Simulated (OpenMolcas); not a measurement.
Tc4+ (d3) among equal point charges was computed by CASSCF with the d shell active (OpenMolcas, ANO-RCC-VTZP on the metal). Its lowest spin-free states, and all those of the highest spin:

```json
{"2S+1": "4", "Degeneracy": "3", "E (cm-1)": "0.0"}
{"2S+1": "4", "Degeneracy": "3", "E (cm-1)": "2444"}
{"2S+1": "4", "Degeneracy": "1", "E (cm-1)": "5385"}
{"2S+1": "2", "Degeneracy": "2", "E (cm-1)": "13909"}
{"2S+1": "4", "Degeneracy": "3", "E (cm-1)": "15488"}
{"2S+1": "2", "Degeneracy": "3", "E (cm-1)": "15489"}
{"2S+1": "2", "Degeneracy": "3", "E (cm-1)": "15685"}
{"2S+1": "2", "Degeneracy": "1", "E (cm-1)": "17057"}
{"2S+1": "2", "Degeneracy": "3", "E (cm-1)": "19647"}
{"2S+1": "2", "Degeneracy": "3", "E (cm-1)": "20703"}
{"2S+1": "2", "Degeneracy": "3", "E (cm-1)": "20780"}
{"2S+1": "2", "Degeneracy": "2", "E (cm-1)": "21813"}
```

**Question.** Is the site octahedral, tetrahedral or cube-like, axial, or of lower symmetry?

**Answer.** The states with 2S+1 = 4 have orbital degeneracies 3, 3, 1, 3. Threefold states need a cubic site. For d3 at this spin an octahedron puts the single A2 below the threefold T2 and a tetrahedron or cube puts the threefold T1 below the threefold T2, so the site is a tetrahedron or a cube, which this pattern cannot tell apart. The run had Tc4+ among 4 point charges of -1.3 e arranged as a tetrahedron (Td), 1.89 Å from the ion.

An orbital triplet at a regular site is open to Jahn-Teller coupling, which can distort the site and quench the lowest spin-orbit gaps and is left out. Without dynamic correlation the repulsion within the d shell is too large (B by tens of per cent), so at a given field states of lower spin stand too high. Point charges give a weaker field than real ligands, and real ions of this kind are as a rule low spin; the high spin found here belongs to the model. Point charges carry no covalency, so the field is a model and not that of real ligands. No measured value stands beside these numbers.
